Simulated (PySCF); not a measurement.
**Frontier levels across methods**

Species: C5H7B.
Cartesian coordinates in Å at the PBE0-D3(BJ)/def2-SVP level; atoms count from 1:
```xyz
13
C5H7B angstrom
B      2.093   -0.902    0.667
C      1.217    0.144   -0.075
C      1.844    1.144   -0.746
C     -0.210    0.051   -0.045
C     -1.419   -0.066    0.006
C     -2.864   -0.199    0.067
H      1.600   -1.819    1.278
H      3.296   -0.782    0.621
H      2.936    1.198   -0.756
H      1.294    1.917   -1.294
H     -3.352    0.312   -0.778
H     -3.261    0.240    0.997
H     -3.168   -1.257    0.045
```

Basis pcSseg-1 throughout (PySCF), one geometry. Isolated species at its PBE0-D3(BJ)/def2-SVP geometry, gas phase.

Q: How do the orbital energies, the gap and the dipole change with the method?

A: 
```json
{"method": "BLYP", "kind": "GGA", "HOMO (eV)": "-5.76", "LUMO (eV)": "-2.95", "gap (eV)": "2.82", "μ (D)": "1.47", "SCF cycles": "16"}
{"method": "B97-D", "kind": "GGA", "HOMO (eV)": "-5.87", "LUMO (eV)": "-2.95", "gap (eV)": "2.92", "μ (D)": "1.44", "SCF cycles": "16"}
{"method": "OPBE", "kind": "GGA", "HOMO (eV)": "-5.92", "LUMO (eV)": "-3.00", "gap (eV)": "2.91", "μ (D)": "1.46", "SCF cycles": "16"}
{"method": "KT3", "kind": "GGA", "HOMO (eV)": "-5.92", "LUMO (eV)": "-3.02", "gap (eV)": "2.90", "μ (D)": "1.42", "SCF cycles": "16"}
{"method": "KT2", "kind": "GGA", "HOMO (eV)": "-5.93", "LUMO (eV)": "-3.10", "gap (eV)": "2.84", "μ (D)": "1.48", "SCF cycles": "16"}
{"method": "PBE", "kind": "GGA", "HOMO (eV)": "-5.95", "LUMO (eV)": "-3.13", "gap (eV)": "2.82", "μ (D)": "1.50", "SCF cycles": "16"}
{"method": "BP86", "kind": "GGA", "HOMO (eV)": "-6.05", "LUMO (eV)": "-3.20", "gap (eV)": "2.84", "μ (D)": "1.49", "SCF cycles": "16"}
{"method": "LDA", "kind": "LDA", "HOMO (eV)": "-6.14", "LUMO (eV)": "-3.39", "gap (eV)": "2.75", "μ (D)": "1.59", "SCF cycles": "16"}
{"method": "B97-2", "kind": "global hybrid", "HOMO (eV)": "-6.70", "LUMO (eV)": "-2.18", "gap (eV)": "4.52", "μ (D)": "1.33", "SCF cycles": "14"}
{"method": "B3LYP", "kind": "global hybrid", "HOMO (eV)": "-6.73", "LUMO (eV)": "-2.37", "gap (eV)": "4.36", "μ (D)": "1.35", "SCF cycles": "15"}
{"method": "PBE0", "kind": "global hybrid", "HOMO (eV)": "-6.95", "LUMO (eV)": "-2.19", "gap (eV)": "4.76", "μ (D)": "1.35", "SCF cycles": "14"}
{"method": "mPW1PW91", "kind": "global hybrid", "HOMO (eV)": "-6.97", "LUMO (eV)": "-2.18", "gap (eV)": "4.78", "μ (D)": "1.33", "SCF cycles": "14"}
{"method": "BHandHLYP", "kind": "global hybrid", "HOMO (eV)": "-7.78", "LUMO (eV)": "-1.10", "gap (eV)": "6.68", "μ (D)": "1.23", "SCF cycles": "13"}
{"method": "CAM-B3LYP", "kind": "range-separated hybrid", "HOMO (eV)": "-8.15", "LUMO (eV)": "-1.06", "gap (eV)": "7.10", "μ (D)": "1.27", "SCF cycles": "13"}
{"method": "wB97X-D", "kind": "range-separated hybrid", "HOMO (eV)": "-8.70", "LUMO (eV)": "-0.35", "gap (eV)": "8.35", "μ (D)": "1.25", "SCF cycles": "15"}
{"method": "HF", "kind": "Hartree–Fock", "HOMO (eV)": "-9.03", "LUMO (eV)": "1.51", "gap (eV)": "10.55", "μ (D)": "1.15", "SCF cycles": "12"}
{"method": "LC-wPBE", "kind": "range-separated hybrid", "HOMO (eV)": "-9.49", "LUMO (eV)": "0.05", "gap (eV)": "9.54", "μ (D)": "1.19", "SCF cycles": "13"}
```

The HOMO spans 3.73 eV, from BLYP down to LC-wPBE, and the gap runs from 2.75 eV (LDA) to 10.55 eV (HF). Over the methods BLYP (0 %), B97-D (0 %), OPBE (0 %), KT3 (0 %), KT2 (0 %), PBE (0 %), BP86 (0 %), LDA (0 %), B97-2 (21 %), B3LYP (20 %), PBE0 (25 %), mPW1PW91 (25 %), BHandHLYP (50 %), HF (100 %), a straight line through the gap against the share of exact exchange rises by 0.77 eV for each 10 % (correlation coefficient 1.000). The dipole ranges from 1.15 D (HF) to 1.59 D (LDA). This basis has no diffuse functions.
